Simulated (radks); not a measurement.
Computed order of ionisation of osmium. At each step one electron was removed from each of the four highest sub-shells of the ion before, moves of one valence electron (up to charge 6) and the configuration listed by NIST were tried, and the lowest configuration was kept. Calculated with a radial shooting solver on a logarithmic mesh with Libxc functionals: Dirac Kohn-Sham, relativistic LDA (MacDonald-Vosko exchange, VWN5 correlation), spin-unpolarised, spherical densities, finite nucleus; Fermi nuclear charge, rms radius of each element as measured or else 0.836 A^(1/3) + 0.57 fm. Sub-shells are occupied by j as written (lower j first in brackets).

| species | lowest configuration found | NIST configuration | margin to the next tried (eV) | IE (eV) | NIST IE (eV) | kind |
|---|---|---|---|---|---|---|
| Os | [Xe] 4f14 5d(3/2: 4, 5/2: 2) 6s2 | same | 0.781 | 9.717 | 8.438 | exp. |
| Os+ | [Xe] 4f14 5d(3/2: 4, 5/2: 3) | [Xe] 4f14 5d(3/2: 4, 5/2: 2) 6s1 lies 0.032 eV higher | 0.032 | 17.164 | 17 | semi-emp. |
| Os2+ | [Xe] 4f14 5d(3/2: 4, 5/2: 2) | same | 1.142 | 28.450 | 25 | theory |
| Os3+ | [Xe] 4f14 5d(3/2: 4, 5/2: 1) | same | 1.271 | 40.965 | 41 | theory |
| Os4+ | [Xe] 4f14 5d(3/2: 4, 5/2: 0) | same | 1.404 | 56.037 | 55 | theory |
| Os5+ | [Xe] 4f14 5d(3/2: 3, 5/2: 0) | same | 11.717 | 70.723 | 70 | theory |
| Os6+ | [Xe] 4f14 5d(3/2: 2, 5/2: 0) | same | 15.024 | 86.179 | 85 | theory |
| Os7+ | [Xe] 4f14 5d(3/2: 1, 5/2: 0) | same | 46.738 | 102.31 | 102.0 | semi-emp. |
| Os8+ | [Xe] 4f14 | same | 47.971 | 168.27 | 168.7 | semi-emp. |
| Os9+ | [Kr] 4d10 4f14 5s2 5p(1/2: 2, 3/2: 3) | same | 14.571 | 188.26 | 190 | theory |
| Os10+ | [Kr] 4d10 4f14 5s2 5p(1/2: 2, 3/2: 2) | same | 15.140 | 208.67 | 213 | theory |
| Os11+ | [Kr] 4d10 4f14 5s2 5p(1/2: 2, 3/2: 1) | same | 15.722 | 229.44 | 235 | theory |
| Os12+ | [Kr] 4d10 4f14 5s2 5p(1/2: 2, 3/2: 0) | same | 16.322 | 267.50 | 269 | theory |
| Os13+ | [Kr] 4d10 4f14 5s2 5p(1/2: 1, 3/2: 0) | [Kr] 4d10 4f(5/2: 6, 7/2: 7) 5s2 5p(1/2: 2, 3/2: 0) lies 13.020 eV higher | 13.020 | 290.22 | 298 | theory |

Reference values: NIST Atomic Spectra Database (exp. = measured, semi-emp. = semi-empirical, theory = theoretical value adopted there). Spin polarisation and multiplet splitting are left out, so open shells lie too high by an amount that depends on their filling.

Beside tabulated values, note that spin-unpolarised runs miss the spin-polarisation part of the exchange energy of open shells.
